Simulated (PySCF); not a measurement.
Compound: C5H8OSi2.
Atom-mapped SMILES: `[O:1]=[CH:2][C:3]1=[CH:4][CH:5]=[C:6]([SiH3:7])[SiH2:8]1` (hydrogens: H9 on C2; H10 on C4; H11 on C5; H12, H13, H14 on Si7; H15, H16 on Si8)

The calculation used PySCF, PBE0-D3(BJ)/def2-SVP geometry optimisation, gas phase.

Question: List the bond lengths, angles and torsions at this level.

Answer: 
```csv
bond,length (pm)
O1=C2,120.9
C2–C3,146.1
C3=C4,135.7
C4–C5,147.1
C5=C6,136.0
C6–Si7,186.4
C6–Si8,189.0
C3–Si8,187.9
C2–H9,112.2
C4–H10,109.7
C5–H11,109.7
"Si7–H12, Si7–H13, Si7–H14",149.5
"Si8–H15, Si8–H16",149.1
```

Bonds in one row agree within 1 pm and their mean is given. A selection of angles:
```csv
angle,degrees
O1–C2–C3,124.0
C2–C3–C4,124.0
C2–C3–Si8,128.9
C4–C3–Si8,107.1
C3–C4–C5,116.7
C4–C5–C6,117.9
C5–C6–Si7,123.7
C5–C6–Si8,106.1
Si7–C6–Si8,130.3
C3–Si8–C6,92.3
```

Dihedral angles: O1–C2–C3–C4 180° (antiperiplanar); C2–C3–C4–C5 180° (antiperiplanar); C3–C4–C5–C6 0° (synperiplanar); C4–C5–C6–Si7 180° (antiperiplanar); C5–C6–Si8–C3 0° (synperiplanar); C2–C3–Si8–C6 180° (antiperiplanar).

The 5-membered ring C3–C4–C5–C6–Si8 has internal angles of 92.3° to 117.9°; it is planar, 0.00 Å rms from its mean plane, widest ring torsion 0°. The 8 heavy atoms lie in one plane (0.001 Å rms). The 3 C–Si bonds span 1.864 Å (C6–Si7, drawn single) to 1.890 Å (C6–Si8, drawn single), a spread of 0.026 Å. The C–C distances run from 1.357 Å (C3=C4, drawn double) to 1.471 Å (C4–C5, drawn single), a spread of 0.114 Å. Si8 (SiH2 silicon) has angles from 92.3° to 114.1°. Si7 (SiH3 silicon) is tetrahedral (angles from 107.7° to 110.3°).

Point group: Cs (every atom within 0.08 Å of its image). Not checked by PBE0-D3(BJ)/def2-SVP frequencies. The numbers are those of one conformer.

On one thread of an Arm Neoverse N1, shared host, this took 99 s and 0.76 GiB of memory at its peak. These figures are those of the optimisation.
